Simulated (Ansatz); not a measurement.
Si₃Ge₃. The state is a singlet with charge 0. Geometry PBE0-D4/def2-SVP; atoms count from 1.

Cartesian coordinates in Å:
```
Si 0.099 -0.676 -0.271
Si 1.837 1.022 -0.032
Si -0.303 1.744 0.525
Ge -2.006 -1.711 0.042
Ge 1.704 -0.287 -1.988
Ge -1.330 -0.091 1.723
```

The restricted singlet is unstable towards broken spin symmetry in Hartree–Fock (as tested in another run); at PBE0-D4/def2-TZVP this wasn't settled. Another isomer (singlet) lies 1.69 eV lower at PBE0-D4/def2-TZVP; other spin states weren't run for this one.

Question: Estimate the Mulliken populations from the PBE0/def2-TZVP orbitals of Ansatz.

Answer: 
```tsv
atom	charge (e)
Si1	-0.02
Si2	-0.06
Si3	0.02
Ge4	0.01
Ge5	0.04
Ge6	0.01
```
Mulliken values and Mayer orders depend strongly on the basis.

Question: And the Mayer bond orders between bonded heavy atoms (over 0.3)?

Answer: Si1–Si2 0.72 (2.44 Å); Si1–Si3 0.59 (2.58 Å); Si1–Ge4 1.05 (2.37 Å); Si1–Ge5 0.97 (2.38 Å); Si1–Ge6 0.66 (2.52 Å); Si2–Si3 0.98 (2.33 Å); Si2–Ge5 1.17 (2.36 Å); Si3–Ge6 0.89 (2.42 Å); Ge4–Ge6 1.10 (2.43 Å).
